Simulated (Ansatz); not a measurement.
Basis-set extrapolation for C$_{2}$H$_{7}$AlBFO, SMILES `[BH2][Al]([CH2]F)[O]C` (PBE0-D4/def2-TZVP geometry, frozen core, Ansatz). Multiplicity 1, RHF reference.

```json
{"": "HF", "def2-TZVPP": "-520.828552", "def2-QZVPP": "-520.848826"}
{"": "MP2 correlation", "def2-TZVPP": "-0.998571", "def2-QZVPP": "-1.076532"}
{"": "CCSD(T) correlation", "def2-TZVPP": "-1.085183", "def2-QZVPP": "not run"}
```

Energies in hartree. Use E(X) = E(∞) + A·exp(−7.88·√X) for Hartree–Fock and E(X) = E(∞) + B·X^(−2.97) for correlation, with X = 3 and 4, and add CCSD(T) minus MP2 of the smaller set to the MP2 limit.

Problem. What is the CCSD(T) energy at the basis-set limit?

Solution. HF limit: -520.848826 + (-0.020274) × 0.13774 = -520.85162. MP2 limit: -1.076532 + (-0.077961) × 0.74074 = -1.13428. Higher-order term: -1.085183 − (-0.998571) = -0.08661. Total: -522.07251 hartree, 4.32 eV below CCSD(T)/def2-TZVPP.
